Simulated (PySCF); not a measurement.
## Dipole response of C⁻ (carbon, charge -1)

[He] 2s2 2p3, high-spin 4S determinant. Computed with PySCF 2.14 in aug-cc-pVQZ (6s5p4d3f2g, 80 functions), with the non-relativistic Hamiltonian (point nucleus). Coupled (time-dependent) response in atomic units; α is the mean over directions.

```json
{"method": "UHF", "mean α (bohr³)": "40.28", "C₆ (like pair)": "288.2", "S(−4)": "1120"}
{"method": "wB97M-V", "mean α (bohr³)": "53.14", "C₆ (like pair)": "414.6", "S(−4)": "2306"}
```

S(−4) is the Cauchy moment in α(ω) = α(0) + S(−4) ω² + …

α(iu) at UHF:

```tsv
u (hartree)	α(iu) (bohr³)
0	40.28
0.0500	37.76
0.100	32.43
0.200	22.59
0.300	16.04
0.500	8.967
0.750	5.114
1.00	3.298
1.50	1.701
2.00	1.038
3.00	0.5044
5.00	0.1980
```

For an ion, C₆ is the dispersion term alone; charge-induced terms of lower order in 1/R come first.
